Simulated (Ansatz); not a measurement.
`BC[CH2][GaH2]` + `BF` → `FBC[CH2][GaH2]` + BH₃ at 500 K and 1 bar (formal exchange of groups at a C–B bond).

Isolated molecules relaxed with PBE0-D4/def2-TZVP in Ansatz; ΔE leaves out vibrations. CBS: MP2 limit from def2 TZ/QZ plus the TZ coupled-cluster correction, frozen cores. This one scheme is used for every species. For Ga outer-core shells are correlated without core-valence functions, which leaves a few kJ/mol of doubt a bond. Scalar relativity is left out up to krypton. One conformer a species, not always the lowest.

| species | CCSD(T)/CBS energy (Eh) | H − E (kJ/mol) | S (J/(mol·K)) |
| --- | --- | --- | --- |
| `BC[CH2][GaH2]` | -2029.60996 | 277.5 | 403.7 |
| `BF` | -125.82039 | 77.9 | 244.4 |
| `FBC[CH2][GaH2]` | -2128.87830 | 268.4 | 434.8 |
| BH₃ | -26.55200 | 86.8 | 208.8 |

H − E and S are ideal-gas, rigid-rotor, harmonic terms from PBE0-D4/def2-TZVP, for one conformer and one mirror image of each species. 1 Eh = 2625.50 kJ/mol, R = 8.31446 J/(mol·K).

Problem. By hand: ΔE, ΔH, ΔS and ΔG.

Solution. ΔE = (-2128.87830) + (-26.55200) − (-2029.60996) − (-125.82039) = 0.00005 Eh = 0.1 kJ/mol. Δ(H − E) = 268.4 + 86.8 − 277.5 − 77.9 = -0.2, so ΔH = -0.1 kJ/mol. ΔS = 434.8 + 208.8 − 403.7 − 244.4 = -4.5 J/(mol·K). ΔG = -0.1 − 500 × (-4.5)/1000 = 2.1 kJ/mol.

Problem. By hand: the equilibrium constant, and the temperature at which ΔG would vanish if ΔH and ΔS stayed fixed.

Solution. log₁₀ K = −ΔG/(RT ln 10) = -0.2. ΔG = 0 at ΔH/ΔS = 22 K, though so small a ΔH makes that figure unsure.

TΔS isn't small against ΔH here. The sign of ΔG lies within the doubt. A doubt of 5 kJ/mol in ΔE shifts log₁₀ K by 0.5 here. Other conformers and mirror images would add mixing entropy, several J/(mol·K) or more a flexible species. Modes under 60 cm⁻¹, often nearly free rotors, make the harmonic entropy too high. These are equilibria of isolated gas molecules and say nothing of rates. Largest T1 diagnostic: 0.013 (customary marks: 0.02 for closed shells, 0.045 for open ones).
